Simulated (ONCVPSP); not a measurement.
Transferability test, ONCV potential for iridium (Ir)

Ir (Z = 77), optimised norm-conserving Vanderbilt (ONCV), made with ONCVPSP 4.0.1 (PW91, scalar-relativistic). Core [Kr] 4d10 4f14, reference 5s2 5p6 5d7 6s2. Waves: 5s+6s: rc 1.40 bohr, ncon 4, nbas 7, qcut 8.2 1/bohr, 2 projectors; 5p: rc 1.65 bohr, ncon 3, nbas 7, qcut 9.6 1/bohr, 1 projector; 5d: rc 2.35 bohr, ncon 4, nbas 8, qcut 5.9 1/bohr, 3 projectors, debl 0.8 Ha. Local part: polynomial inside 1.05 bohr (lpopt 1, dvloc0 6 Ha). Core correction: Teter function, fcfact 2, rcfact 1.2.

Energies are relative to the spin-unpolarised reference configuration 5s2 5p6 5d7 6s2; without spin polarisation the order of configurations can differ from experiment.

(1) Give the all-electron excitation energy and the error of the potential for: 5s2 5p6 5d7 6s1; 5s2 5p6 5d7 6s0; 5s2 5p6 5d6 6s0; 5s2 5p6 5d6 6s2.

## Answers

(1)

| valence configuration | charge | ΔE all-electron (eV) | error AE − PS (meV) |
| --- | --- | --- | --- |
| 5s2 5p6 5d7 6s1 | +1 | 9.954 | -2.4 |
| 5s2 5p6 5d7 6s0 | +2 | 27.508 | -5.7 |
| 5s2 5p6 5d6 6s0 | +3 | 58.130 | -12 |
| 5s2 5p6 5d6 6s2 | +1 | 12.252 | +10 |
